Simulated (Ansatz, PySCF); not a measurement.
Reaction R1 + R2 → P1 + P2, each structure at its B3LYP-D3(BJ)/def2-TZVP stationary point, reached from a drawn start (curvature not checked).
R1: Cl atom, charge 0, multiplicity 2.
P1: H atom, charge 0, multiplicity 2.
R2: H2 (SMILES [H][H]), charge 0, multiplicity 1.
P2: HCl (SMILES Cl), charge 0, multiplicity 1.

P less R. No zero-point or thermal terms; singlets are restricted closed shells; open shells are unrestricted; no spin–orbit coupling.

Run with Ansatz (Gaussian basis) for Hartree–Fock, density functionals and correlated methods; PySCF for M06-2X. Each number belongs to the level named beside it.

Problem. One of these levels gives -88.2 meV for the reaction energy. Name it.
A. M06-2X/def2-TZVPPD
B. SVWN5/def2-TZVPPD
C. HF/aug-cc-pV(D+d)Z
D. PBE/def2-TZVPPD

Solution. D, PBE/def2-TZVPPD. The others give 213.3 (HF/aug-cc-pV(D+d)Z), -327.8 (SVWN5/def2-TZVPPD), 99.2 (M06-2X/def2-TZVPPD)

Ansatz is a quantum-chemistry and plane-wave program.
